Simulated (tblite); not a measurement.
C₈H₉ (doublet state).
Numbering: `[CH3:1][C@:2]12[CH:3][C@H:4]3[C@@H:5]4[C@H:6]3[C@H:7]1[C@H:8]24` (hydrogens: H9, H10, H11 on C1; H12 on C3; H13 on C4; H14 on C5; H15 on C6; H16 on C7; H17 on C8)

Computed values, GFN2-xTB/tblite, gas phase, harmonic and unscaled. Errors from tens to a few hundred cm⁻¹ against measured bands are possible. Open shells enter through the occupations alone, without spin polarisation, and single modes of such species can be off by tens of per cent.

Harmonic wavenumbers (cm⁻¹): 137.7, 251.3, 292.6, 327.8, 511.5, 523.9, 574.5, 712.9, 748.1, 790.6, 794.8, 830.8, 836.7, 861.8, 908.4, 927.2, 947.4, 956.5, 965.2, 984.8, 998.0, 1000.2, 1033.6, 1070.6, 1142.4, 1145.4, 1155.5, 1177.9, 1206.3, 1287.9, 1318.0, 1332.7, 1398.7, 1415.6, 1489.6, 1493.0, 3013.7, 3021.3, 3039.0, 3102.1, 3103.1, 3111.4, 3115.4, 3120.7, 3196.2.

A = 4557, B = 2345, C = 2000 MHz; mass 105.070 u (most abundant isotopes); point group Cs, symmetry number 1; spin multiplicity 2.

Task: What is the zero-point energy?

Result: Half the sum of the wavenumbers: 30686 cm⁻¹ = 367.09 kJ/mol.

Task: What is S at 350 K and 1 bar for an ideal gas of classical rigid rotors and harmonic oscillators?

Result: Translation 170.24, rotation 115.43, vibration 65.91, spin (R ln 2) 5.76: S = 357.3 J/(mol K).

Task: And Cp and H(350 K) − H(0)?

Result: Cp = 145.51 J/(mol K), of which vibrations give 112.25 (their classical limit is 45 R = 374.2); H(350 K) − H(0) = 26.52 kJ/mol without the zero-point energy, 14.88 from vibrations.

Task: Which modes carry the vibrational entropy at 350 K?

Result: 137.7 cm⁻¹: 13.16; 251.3 cm⁻¹: 8.40; 292.6 cm⁻¹: 7.26; 327.8 cm⁻¹: 6.44; 511.5 cm⁻¹: 3.52; 523.9 cm⁻¹: 3.38 J/(mol K); the other 39 give 23.76 together.

Task: What must be added to the electronic energy to get the Gibbs energy at 350 K and 1 bar?

Result: ZPE + [H(350 K) − H(0)] − T·S = 367.09 + 26.52 − 125.07 = 268.54 kJ/mol.

Hindered rotation and anharmonicity are outside this model.
